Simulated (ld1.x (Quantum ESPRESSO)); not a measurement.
# copper: one change to a PAW potential, before and after

```
Element                 : copper
Generator               : ld1.x (Quantum ESPRESSO) 7.5
Type                    : PAW
Functional              : PBE
Relativity              : scalar-relativistic
Frozen core             : [Ne] 3s2
Valence charge          : 17
Reference configuration : 3p6 3d10 4s1 4p0
Partial waves           : 4s (bound): rcut 2.20, rcutus 2.45 bohr; 4s channel at 0.05 Ry: rcut 2.20, rcutus 2.45 bohr; 3p (bound): rcut 1.10, rcutus 1.30 bohr; 4p (bound, empty): rcut 1.10, rcutus 1.30 bohr; 3d (bound): rcut 1.20, rcutus 1.55 bohr; 3d channel at -0.05 Ry: rcut 1.20, rcutus 1.55 bohr
Local potential         : all-electron potential smoothed inside 1.25 bohr (lloc = -1)
Core correction         : Bessel-smoothed model core, default radius (core density twice the valence density)
Augmentation charge     : BESSEL, radius 0.85 bohr
```

All-electron outer shells of the reference configuration (PBE, scalar-relativistic, ld1.x):

```tsv
shell	level (eV)	outermost node (bohr)	outermost maximum (bohr)
2p	-916.98	–	0.16
3s	-114.70	0.29	0.61
3p	-72.14	0.26	0.62
3d	-5.04	–	0.60
4s	-4.61	0.89	2.27
4p	-0.70	0.97	3.65
```

Change: all radii but the core radius scaled by about 0.83 (s 2.04, p 1.08, d 1.30 bohr, rcut 1.84/0.92/1.00); local potential all-electron potential smoothed inside 1.04 bohr (lloc = -1); augmentation BESSEL, radius 0.72 bohr.

Cutoffs: the cutoffs (Ry, on a coarse ladder) from which the occupation-weighted sum of valence levels, in a spherical-Bessel basis at the reference potential, stays within 10 and 1 mRy of its value at 400 Ry; they do not see the model core or the augmentation charge, which bear on the density cutoff. Errors are all-electron minus pseudo energies relative to the spin-unpolarised reference configuration.

Question: Predict the effect on cutoff, ghosts and configuration errors.

Answer: The potential gets harder (70 Ry and 110 Ry → 100 Ry and 160 Ry); both files keep a bound ghost (s); of the 7 tests that both files solve, the error grows in 0 and shrinks in 5 by more than 15 % and 0.3 meV (median size 14.4 → 8.9 meV). A smaller radius makes the pseudo-wave follow the all-electron one further in, where it bends more sharply, so more plane waves are needed. Less of the atom is replaced, so other configurations are described better.

```tsv
quantity	base	changed
cutoff, loose	70 Ry	100 Ry
cutoff, tight	110 Ry	160 Ry
loose cutoff by channel (10 mRy a level)	s 6 Ry, p 40 Ry, d 40 Ry	s 6 Ry, p 60 Ry, d 55 Ry
bound ghosts	s	s
error for 3p6 3d10 4s0 4p0, meV [ΔE 8.15 eV]	+8.5	+8.9
error for 3p6 3d9 4s0 4p0, meV [ΔE 29.48 eV]	-7.1	-1.2
error for 3p6 3d8 4s0 4p0, meV [ΔE 68.50 eV]	-91	-63
error for 3p6 3d9 4s2 4p0, meV [ΔE 1.97 eV]	-30	+20
error for 3p6 3d9 4s1 4p0, meV [ΔE 11.58 eV]	-14	0.0
error for 3p5 3d10 4s1 4p0, meV [ΔE 79.53 eV]	-49	-37
error for 3p6 3d10 4s0 4p1, meV [ΔE 4.14 eV]	+7.1	+8.1
lowest overlap eigenvalue by channel	s 0.19, p 0.12, d 1.00	s 0.24, p 0.27, d 0.95
```

 A true bound ghost makes a file unfit for plane-wave use even where its test errors are small: the radial tests pick states by their node count and pass the ghost by.
